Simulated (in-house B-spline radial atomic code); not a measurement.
Configurations of the germanium ion Ge²⁺, with energies counted from [Ar] 3d10 4s2. Method: scalar-relativistic (X2C) HSE06, spin-polarised, spherical fractional occupations, Fermi nucleus of rms radius 4.0742 fm. Calculated with an all-electron radial atomic-structure program (B-spline basis). Caution: exact exchange at fractional occupations of open shells leaves self-interaction of up to several eV. Shells without spins written out take the highest spin.

Occupations are held fixed; configurations that lie above the ionisation limit could autoionise.

```
                                      configuration  E - E(ref) (eV)  highest orbital  its <r> (bohr)
                                   [Ar] 3d9 4s2 4d1           48.835            4d up            3.35
         [Ar] 3d(4 up, 5 down) 4s2 5p(1 up, 0 down)           51.134            5p up           4.973
                                   [Ar] 3d9 4s2 5f1           57.871            5f up            9.84
                          [Ne] 3s2 3p5 3d10 4s2 4p1           125.27            4p up           2.196
                          [Ne] 3s2 3p5 3d10 4s2 5s1           137.37            5s up           4.224
[Ne] 3s2 3p(2 up, 3 down) 3d10 4s2 4f(1 up, 0 down)           144.56            4f up           5.773
```

Task: Order these further configurations by energy, lowest first.
A. [Ar] 3d10 4s1 5s1
B. [Ne] 3s2 3p5 3d10 4s2 5d1
C. [Ar] 3d9 4s2 4p1
D. [Ar] 3d9 4s2 5s1
E. [Ar] 3d10 4s(0 up, 1 down) 5d(0 up, 1 down)

Result: A (19.44 eV), E (26.102 eV), C (36.058 eV), D (48.135 eV), B (144.24 eV).

Task: How far above the reference does [Ar] 3d9 4s2 5d1 lie?

Result: 54.991 eV; its least bound orbital is 5d up with <r> = 6.77 bohr.

Task: How far above the reference does [Ar] 3d10 4s1 5p1 lie?

Result: 22.331 eV; its least bound orbital is 5p up with <r> = 5.1 bohr.
